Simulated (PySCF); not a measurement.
GeH3N, ClGeH2, BGeH4 (calculated)

Calculation on a computer-drawn molecule: vertical ionisation energy to the stated ion spin, frozen-core CCSD(T) at the basis limit and cheaper methods, single-reference cases, UHF for radicals, no spin-orbit; all values are single points at the evaluated structure, the first of each entry, which is the reference or a displaced copy of it and isn't optimised; the reference structure only sets the zero of the energies above reference; triples share is (T) over the correlation energy; on germanium a core potential holds 10 electrons, which the energies leave out, and 3d is frozen in MP2 and coupled-cluster steps. Program: PySCF 2.14.0.

Common to all runs: multiplicity 1; ion multiplicity 2; diffuse functions no; basis and core potential on germanium cc-pVnZ-PP ECP10MDF; reference is the Hartree-Fock double-zeta minimum; best is HF at quadruple zeta + MP2 correlation extrapolated from triple and quadruple zeta + CCSD(T) minus MP2 at triple zeta; basis step is the size of the change from the same recipe one zeta lower.

(1) GeH3N

Evaluated structure:
```xyz
5
GeH3N
N      0.3525    -0.3013    -1.2814
Ge     2.0317    -0.8482    -1.4102
H     -0.1788    -0.4250    -0.4225
H     -0.3483    -0.2204    -2.0851
H      2.1095    -0.5007    -2.9720
```

Reference structure:
```xyz
5
GeH3N
N      0.2870    -0.4006    -1.2527
Ge     2.0396    -0.8374    -1.3842
H     -0.1958    -0.3974    -0.3740
H     -0.3141    -0.1390    -2.0110
H      2.0970    -0.6332    -2.9605
```

Settings of this run: charge 0 and basis cc-pVnZ.

Results for GeH3N: ionisation energy best 8.963 eV; ionisation energy basis step 0.04501 eV; energy above reference best 3.73 kcal/mol; energy above reference basis step 0.05521 kcal/mol; ionisation energy Koopmans at triple zeta 8.914 eV; ionisation energy EOM CCSD at triple zeta 8.933 eV; total energy HF triple zeta -349.5979 hartree; total energy CCSD(T) triple zeta -349.9562 hartree; total energy best -350.0004 hartree; T1 diagnostic at triple zeta 0.01661; D1 diagnostic at triple zeta 0.04685; ion T1 diagnostic at triple zeta 0.02526; ion D1 diagnostic at triple zeta 0.07982; ion spin squared at triple zeta 0.7825; triples share at triple zeta 0.03804; basis functions triple zeta 111; dipole magnitude HF at triple zeta 1.651 debye; dipole magnitude CCSD unrelaxed at triple zeta 1.797 debye; dipole magnitude PBE at triple zeta 1.921 debye; dipole magnitude r2SCAN at triple zeta 1.927 debye; dipole magnitude B3LYP at triple zeta 1.796 debye; dipole magnitude wB97X at triple zeta 1.783 debye.

Drawn bonds:
```
atom  other atom  order
   1           2      1
   1           3      1
   1           4      1
   2           5      1
```

Triple zeta:
```
 method  ionisation energy (eV)  energy above reference (kcal/mol)
     HF                   8.027                              4.557
    PBE                   8.778                              3.033
 r2SCAN                   8.816                              3.275
  B3LYP                   8.966                              3.609
  wB97X                   9.039                              3.522
    MP2                   8.757                               3.69
   CCSD                   8.837                              3.726
CCSD(T)                    8.84                              3.626
```

(2) ClGeH2

Evaluated structure:
```xyz
4
ClGeH2
Cl    -0.6000     3.0228    -2.9077
Ge     0.1018     2.1984    -1.1941
H      1.5549     1.5788    -1.1987
H     -0.8420     2.0451    -0.0552
```

Reference structure:
```xyz
4
ClGeH2
Cl    -0.5377     3.0401    -2.9161
Ge     0.1282     2.1249    -1.2034
H      1.5297     1.5735    -1.2280
H     -0.8322     2.0701    -0.0443
```

It was run with charge 1 and basis cc-pV(n+d)Z.

Results for ClGeH2: ionisation energy best 18.38 eV; ionisation energy basis step 0.0677 eV; energy above reference best 1.432 kcal/mol; energy above reference basis step 0.08656 kcal/mol; ionisation energy Koopmans at triple zeta 18.73 eV; ionisation energy EOM CCSD at triple zeta 18.23 eV; total energy HF triple zeta -753.8061 hartree; total energy CCSD(T) triple zeta -754.1318 hartree; total energy best -754.1815 hartree; T1 diagnostic at triple zeta 0.01342; D1 diagnostic at triple zeta 0.03848; ion T1 diagnostic at triple zeta 0.03605; ion D1 diagnostic at triple zeta 0.1595; ion spin squared at triple zeta 0.7636; triples share at triple zeta 0.03823; basis functions triple zeta 106.

Drawn bonds:
```
atom  other atom  order
   1           2      1
   2           3      1
   2           4      1
```

Triple zeta:
```
 method  ionisation energy (eV)  energy above reference (kcal/mol)
     HF                   17.18                              1.673
    PBE                   17.86                              1.302
 r2SCAN                   18.01                              1.438
  B3LYP                   18.08                              1.506
  wB97X                   18.22                              1.416
    MP2                   18.39                              1.571
   CCSD                   18.15                              1.456
CCSD(T)                    18.2                              1.456
```

(3) BGeH4

Evaluated structure:
```xyz
6
BGeH4
B      1.5665     1.0844    -0.1595
Ge     1.7043     0.9343    -2.1766
H      1.6931     0.0589     0.4813
H      1.4104     2.1703     0.3460
H      2.9834     1.0707    -2.9979
H      0.4811     0.6513    -3.1358
```

Reference structure:
```xyz
6
BGeH4
B      1.5879     1.0631    -0.1240
Ge     1.6869     0.9339    -2.2042
H      1.7307     0.0561     0.4899
H      1.3937     2.1374     0.3447
H      2.9794     1.0887    -2.9845
H      0.4731     0.6763    -3.0781
```

Here we set charge 1 and basis cc-pVnZ.

It finds ionisation energy best 17.86 eV; ionisation energy basis step 0.0272 eV; energy above reference best 1.201 kcal/mol; energy above reference basis step 0.09667 kcal/mol; ionisation energy Koopmans at triple zeta 18 eV; ionisation energy EOM CCSD at triple zeta 17.82 eV; total energy HF triple zeta -320.0885 hartree; total energy CCSD(T) triple zeta -320.3199 hartree; total energy best -320.3450 hartree; T1 diagnostic at triple zeta 0.01208; D1 diagnostic at triple zeta 0.02176; ion T1 diagnostic at triple zeta 0.01838; ion D1 diagnostic at triple zeta 0.04157; ion spin squared at triple zeta 0.7758; triples share at triple zeta 0.02613; basis functions triple zeta 125.

Drawn bonds:
```
atom  other atom  order
   1           2      1
   1           3      1
   1           4      1
   2           5      1
   2           6      1
```

Triple zeta:
```
 method  ionisation energy (eV)  energy above reference (kcal/mol)
     HF                   17.01                              2.232
    PBE                   17.44                             0.1545
 r2SCAN                   17.56                             0.6825
  B3LYP                   17.65                             0.9822
  wB97X                    17.7                              1.168
    MP2                   17.77                              1.567
   CCSD                   17.75                              1.338
CCSD(T)                   17.77                              1.219
```

(4) GeH3N

Evaluated structure:
```xyz
5
GeH3N
N      0.2830    -0.4163    -1.2475
Ge     2.0586    -0.8628    -1.3832
H     -0.2045    -0.4541    -0.4102
H     -0.2916    -0.1186    -1.9474
H      2.1359    -0.6174    -2.9872
```

Reference structure:
```xyz
5
GeH3N
N      0.2870    -0.4006    -1.2527
Ge     2.0396    -0.8374    -1.3842
H     -0.1958    -0.3974    -0.3740
H     -0.3141    -0.1390    -2.0110
H      2.0970    -0.6332    -2.9605
```

It was run with charge 0 and basis cc-pVnZ.

The calculation gives: ionisation energy best 9.101 eV; ionisation energy basis step 0.04878 eV; energy above reference best 2.745 kcal/mol; energy above reference basis step 0.04684 kcal/mol; ionisation energy Koopmans at triple zeta 9.06 eV; ionisation energy EOM CCSD at triple zeta 9.087 eV; total energy HF triple zeta -349.6018 hartree; total energy CCSD(T) triple zeta -349.9574 hartree; total energy best -350.0020 hartree; T1 diagnostic at triple zeta 0.01718; D1 diagnostic at triple zeta 0.04944; ion T1 diagnostic at triple zeta 0.02528; ion D1 diagnostic at triple zeta 0.07804; ion spin squared at triple zeta 0.7897; triples share at triple zeta 0.03742; basis functions triple zeta 111; dipole magnitude HF at triple zeta 1.231 debye; dipole magnitude CCSD unrelaxed at triple zeta 1.464 debye; dipole magnitude PBE at triple zeta 1.652 debye; dipole magnitude r2SCAN at triple zeta 1.639 debye; dipole magnitude B3LYP at triple zeta 1.491 debye; dipole magnitude wB97X at triple zeta 1.426 debye.

Drawn bonds:
```
atom  other atom  order
   1           2      1
   1           3      1
   1           4      1
   2           5      1
```

Triple zeta:
```
 method  ionisation energy (eV)  energy above reference (kcal/mol)
     HF                   8.168                              2.093
    PBE                   8.924                              3.185
 r2SCAN                   8.954                               3.05
  B3LYP                   9.114                              2.729
  wB97X                   9.191                              2.975
    MP2                   8.896                              2.977
   CCSD                   8.975                              2.745
CCSD(T)                   8.974                              2.848
```

(5) GeH3N

Evaluated structure:
```xyz
5
GeH3N
N      0.2920    -0.3978    -1.2591
Ge     2.0411    -0.8385    -1.3816
H     -0.1935    -0.4078    -0.3700
H     -0.2680    -0.1568    -1.9626
H      2.1028    -0.6344    -2.9702
```

Reference structure:
```xyz
5
GeH3N
N      0.2870    -0.4006    -1.2527
Ge     2.0396    -0.8374    -1.3842
H     -0.1958    -0.3974    -0.3740
H     -0.3141    -0.1390    -2.0110
H      2.0970    -0.6332    -2.9605
```

Settings of this run: charge 0 and basis cc-pVnZ.

Results for GeH3N: ionisation energy best 9.057 eV; ionisation energy basis step 0.04715 eV; energy above reference best 3.593 kcal/mol; energy above reference basis step 0.1009 kcal/mol; ionisation energy Koopmans at triple zeta 9.01 eV; ionisation energy EOM CCSD at triple zeta 9.039 eV; total energy HF triple zeta -349.6007 hartree; total energy CCSD(T) triple zeta -349.9561 hartree; total energy best -350.0007 hartree; T1 diagnostic at triple zeta 0.01662; D1 diagnostic at triple zeta 0.04734; ion T1 diagnostic at triple zeta 0.024; ion D1 diagnostic at triple zeta 0.07395; ion spin squared at triple zeta 0.7858; triples share at triple zeta 0.03724; basis functions triple zeta 111; dipole magnitude HF at triple zeta 1.37 debye; dipole magnitude CCSD unrelaxed at triple zeta 1.581 debye; dipole magnitude PBE at triple zeta 1.756 debye; dipole magnitude r2SCAN at triple zeta 1.748 debye; dipole magnitude B3LYP at triple zeta 1.6 debye; dipole magnitude wB97X at triple zeta 1.549 debye.

Drawn bonds:
```
atom  other atom  order
   1           2      1
   1           3      1
   1           4      1
   2           5      1
```

Triple zeta:
```
 method  ionisation energy (eV)  energy above reference (kcal/mol)
     HF                   8.117                              2.773
    PBE                   8.888                              4.111
 r2SCAN                   8.917                              3.669
  B3LYP                   9.077                              3.631
  wB97X                    9.15                              3.557
    MP2                   8.846                              3.697
   CCSD                   8.928                              3.537
CCSD(T)                   8.931                              3.687
```

(6) ClGeH2

Evaluated structure:
```xyz
4
ClGeH2
Cl    -0.5543     3.0686    -2.9490
Ge     0.1344     2.1014    -1.1746
H      1.7173     1.5419    -1.2623
H     -0.8635     2.0477    -0.0409
```

Reference structure:
```xyz
4
ClGeH2
Cl    -0.5377     3.0401    -2.9161
Ge     0.1282     2.1249    -1.2034
H      1.5297     1.5735    -1.2280
H     -0.8322     2.0701    -0.0443
```

Settings of this run: charge 1 and basis cc-pV(n+d)Z.

Results for ClGeH2: ionisation energy best 17.96 eV; ionisation energy basis step 0.06327 eV; energy above reference best 6.133 kcal/mol; energy above reference basis step 0.1533 kcal/mol; ionisation energy Koopmans at triple zeta 18.39 eV; ionisation energy EOM CCSD at triple zeta 17.82 eV; total energy HF triple zeta -753.7956 hartree; total energy CCSD(T) triple zeta -754.1246 hartree; total energy best -754.1740 hartree; T1 diagnostic at triple zeta 0.01557; D1 diagnostic at triple zeta 0.04551; ion T1 diagnostic at triple zeta 0.0267; ion D1 diagnostic at triple zeta 0.1127; ion spin squared at triple zeta 0.7624; triples share at triple zeta 0.03973; basis functions triple zeta 106.

Drawn bonds:
```
atom  other atom  order
   1           2      1
   2           3      1
   2           4      1
```

Triple zeta:
```
 method  ionisation energy (eV)  energy above reference (kcal/mol)
     HF                   16.64                              8.216
    PBE                   17.59                              4.396
 r2SCAN                    17.7                              6.546
  B3LYP                   17.74                              5.485
  wB97X                   17.81                              7.409
    MP2                   17.91                              7.058
   CCSD                    17.7                              6.382
CCSD(T)                   17.78                              5.995
```

(7) ClGeH2

Evaluated structure:
```xyz
4
ClGeH2
Cl    -0.5564     3.1549    -2.9157
Ge     0.0903     2.0802    -1.1814
H      1.5937     1.5556    -1.2400
H     -0.8480     2.0633    -0.1166
```

Reference structure:
```xyz
4
ClGeH2
Cl    -0.5377     3.0401    -2.9161
Ge     0.1282     2.1249    -1.2034
H      1.5297     1.5735    -1.2280
H     -0.8322     2.0701    -0.0443
```

It was run with charge 1 and basis cc-pV(n+d)Z.

It finds ionisation energy best 18.01 eV; ionisation energy basis step 0.06431 eV; energy above reference best 5.591 kcal/mol; energy above reference basis step 0.2128 kcal/mol; ionisation energy Koopmans at triple zeta 18.46 eV; ionisation energy EOM CCSD at triple zeta 17.87 eV; total energy HF triple zeta -753.7986 hartree; total energy CCSD(T) triple zeta -754.1254 hartree; total energy best -754.1748 hartree; T1 diagnostic at triple zeta 0.01553; D1 diagnostic at triple zeta 0.0465; ion T1 diagnostic at triple zeta 0.02191; ion D1 diagnostic at triple zeta 0.08866; ion spin squared at triple zeta 0.7618; triples share at triple zeta 0.03916; basis functions triple zeta 106.

Drawn bonds:
```
atom  other atom  order
   1           2      1
   2           3      1
   2           4      1
```

Triple zeta:
```
 method  ionisation energy (eV)  energy above reference (kcal/mol)
     HF                   16.67                              6.384
    PBE                    17.7                              4.762
 r2SCAN                    17.8                              5.665
  B3LYP                   17.83                              5.014
  wB97X                   17.86                              6.257
    MP2                   17.95                              5.913
   CCSD                   17.74                              5.711
CCSD(T)                   17.83                              5.495
```

(8) GeH3N

Evaluated structure:
```xyz
5
GeH3N
N      0.2219    -0.3881    -1.1659
Ge     2.0593    -0.8424    -1.3628
H     -0.1891    -0.4141    -0.5017
H     -0.3205    -0.1602    -1.8900
H      1.9683    -0.6244    -2.8405
```

Reference structure:
```xyz
5
GeH3N
N      0.2870    -0.4006    -1.2527
Ge     2.0396    -0.8374    -1.3842
H     -0.1958    -0.3974    -0.3740
H     -0.3141    -0.1390    -2.0110
H      2.0970    -0.6332    -2.9605
```

Settings of this run: charge 0 and basis cc-pVnZ.

Results for GeH3N: ionisation energy best 9.304 eV; ionisation energy basis step 0.05264 eV; energy above reference best 51.82 kcal/mol; energy above reference basis step 0.3324 kcal/mol; ionisation energy Koopmans at triple zeta 9.264 eV; ionisation energy EOM CCSD at triple zeta 9.303 eV; total energy HF triple zeta -349.5257 hartree; total energy CCSD(T) triple zeta -349.8780 hartree; total energy best -349.9238 hartree; T1 diagnostic at triple zeta 0.01805; D1 diagnostic at triple zeta 0.05369; ion T1 diagnostic at triple zeta 0.02649; ion D1 diagnostic at triple zeta 0.08796; ion spin squared at triple zeta 0.7788; triples share at triple zeta 0.03651; basis functions triple zeta 111; dipole magnitude HF at triple zeta 0.7178 debye; dipole magnitude CCSD unrelaxed at triple zeta 0.967 debye; dipole magnitude PBE at triple zeta 1.185 debye; dipole magnitude r2SCAN at triple zeta 1.162 debye; dipole magnitude B3LYP at triple zeta 0.9689 debye; dipole magnitude wB97X at triple zeta 0.8939 debye.

Drawn bonds:
```
atom  other atom  order
   1           2      1
   1           3      1
   1           4      1
   2           5      1
```

Triple zeta:
```
 method  ionisation energy (eV)  energy above reference (kcal/mol)
     HF                   8.393                              49.84
    PBE                   9.135                              54.43
 r2SCAN                   9.171                              52.54
  B3LYP                    9.34                                 52
  wB97X                   9.424                              52.62
    MP2                   9.089                              52.56
   CCSD                   9.184                              52.29
CCSD(T)                   9.175                              52.67
```

(9) GeH3N

Evaluated structure:
```xyz
5
GeH3N
N      0.2818    -0.4255    -1.2159
Ge     2.0510    -0.8350    -1.4071
H     -0.2397    -0.4359    -0.3672
H     -0.2977    -0.1427    -1.9851
H      2.1165    -0.5905    -3.1260
```

Reference structure:
```xyz
5
GeH3N
N      0.2870    -0.4006    -1.2527
Ge     2.0396    -0.8374    -1.3842
H     -0.1958    -0.3974    -0.3740
H     -0.3141    -0.1390    -2.0110
H      2.0970    -0.6332    -2.9605
```

It was run with charge 0 and basis cc-pVnZ.

The calculation gives: ionisation energy best 9.008 eV; ionisation energy basis step 0.04736 eV; energy above reference best 2.794 kcal/mol; energy above reference basis step 0.02198 kcal/mol; ionisation energy Koopmans at triple zeta 8.964 eV; ionisation energy EOM CCSD at triple zeta 8.986 eV; total energy HF triple zeta -349.5995 hartree; total energy CCSD(T) triple zeta -349.9576 hartree; total energy best -350.0019 hartree; T1 diagnostic at triple zeta 0.01752; D1 diagnostic at triple zeta 0.04938; ion T1 diagnostic at triple zeta 0.02725; ion D1 diagnostic at triple zeta 0.07266; ion spin squared at triple zeta 0.8067; triples share at triple zeta 0.03817; basis functions triple zeta 111; dipole magnitude HF at triple zeta 1.492 debye; dipole magnitude CCSD unrelaxed at triple zeta 1.687 debye; dipole magnitude PBE at triple zeta 1.859 debye; dipole magnitude r2SCAN at triple zeta 1.855 debye; dipole magnitude B3LYP at triple zeta 1.726 debye; dipole magnitude wB97X at triple zeta 1.671 debye.

Drawn bonds:
```
atom  other atom  order
   1           2      1
   1           3      1
   1           4      1
   2           5      1
```

Triple zeta:
```
 method  ionisation energy (eV)  energy above reference (kcal/mol)
     HF                   8.049                              3.547
    PBE                   8.818                              1.942
 r2SCAN                   8.841                              2.985
  B3LYP                   8.995                              2.432
  wB97X                   9.071                              3.162
    MP2                   8.815                              3.308
   CCSD                   8.879                              2.857
CCSD(T)                    8.88                              2.732
```

(10) BGeH4

Evaluated structure:
```xyz
6
BGeH4
B      1.4978     1.0272    -0.1182
Ge     1.6565     0.9781    -2.1740
H      1.6932     0.0055     0.5483
H      1.5392     2.1671     0.2174
H      2.9527     1.1413    -2.9165
H      0.4315     0.6639    -3.1244
```

Reference structure:
```xyz
6
BGeH4
B      1.5879     1.0631    -0.1240
Ge     1.6869     0.9339    -2.2042
H      1.7307     0.0561     0.4899
H      1.3937     2.1374     0.3447
H      2.9794     1.0887    -2.9845
H      0.4731     0.6763    -3.0781
```

Here we set charge 1 and basis cc-pVnZ.

Drawn bonds:
```
atom  other atom  order
   1           2      1
   1           3      1
   1           4      1
   2           5      1
   2           6      1
```

To be estimated
1. What ionisation energy EOM CCSD at triple zeta does the calculation give for BGeH4 (entry 10)?
2. Estimate the total energy best of BGeH4 (entry 10).
3. Give the missing total energy CCSD(T) triple zeta for BGeH4 (entry 10).

## Answers
1. 17.44 eV
2. -320.3411 hartree
3. -320.3159 hartree

Further results for BGeH4 (entry 10):

```
ionisation energy best                    : 17.48 eV
ionisation energy basis step              : 0.02693 eV
energy above reference best               : 3.644 kcal/mol
energy above reference basis step         : 0.09624 kcal/mol
ionisation energy Koopmans at triple zeta : 17.57 eV
total energy HF triple zeta               : -320.0846 hartree
T1 diagnostic at triple zeta              : 0.01172
D1 diagnostic at triple zeta              : 0.02096
ion T1 diagnostic at triple zeta          : 0.01757
ion D1 diagnostic at triple zeta          : 0.0411
ion spin squared at triple zeta           : 0.7743
triples share at triple zeta              : 0.02616
basis functions triple zeta               : 125
```

Triple zeta:
```
 method  ionisation energy (eV)  energy above reference (kcal/mol)
     HF                   16.58                               4.66
    PBE                    17.1                              2.819
 r2SCAN                    17.2                              3.399
  B3LYP                   17.29                              3.551
  wB97X                   17.33                              3.695
    MP2                   17.38                               4.01
   CCSD                   17.37                              3.806
CCSD(T)                   17.39                              3.684
```
